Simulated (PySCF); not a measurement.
H3O4Si, SMILES [O][Si](O)(O)O, multiplicity 2.

Geometry optimised at B3LYP-D3(BJ)/def2-SVP. The isomer is the one that the SMILES or the coordinates give; other isomers of the formula were not compared. The values are those of a single conformer.

Calculation: PBE/def2-TZVP run with PySCF.

Isolated molecule, no solvent.

Problem. Estimate the frontier levels, dipole moment and polarisability. (Estimate from the structure and the level; the computed values follow.)

Solution. 
| Item | Result |
|---|---|
| α spin, highest occupied and lowest empty level | -7.47 and -0.68 eV |
| β spin, highest occupied and lowest empty level | -7.06 and -6.19 eV |
| dipole moment | 1.94 D |
| quadrupole, principal values (traceless, Buckingham form, about the centre of nuclear charge) | -8.89, 2.96, 5.93 D·Å |
| mean static polarisability | 41.9 bohr³ (6.20 Å³) |
| polarisability, principal values | 38.6, 41.6, 45.4 bohr³ |
| ⟨S²⟩ | 0.753 (pure state 0.75) |
